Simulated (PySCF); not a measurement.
Input for PySCF:
```python
from pyscf import gto, scf, cc

mol = gto.Mole()
mol.atom = '''
    O    -0.04383216    1.02148558    0.01469068
    H    -0.96672120    1.40203158    0.00503415
    Cl    0.07749285   -0.56317154   -0.00720939
'''
mol.basis = '6-31g**'
mol.charge = 1
mol.spin = 1
mol.verbose = 3
mol.build()

mf = scf.UHF(mol)
mf.kernel()

mycc = cc.CCSD(mf)
mycc.kernel()
print('E(CCSD) = %.10f' % mycc.e_tot)
```

Question: What does this run give for the SCF-reference <S^2>, MP2 correlation energy, SCF-reference HOMO energy?

Answer: 
The SCF-reference <S^2> is 0.770 and the MP2 correlation energy is -0.3135 Eh. The SCF-reference HOMO energy is -21.26 eV.

These values belong to the state on which the SCF converged, which isn't shown to be the lowest.
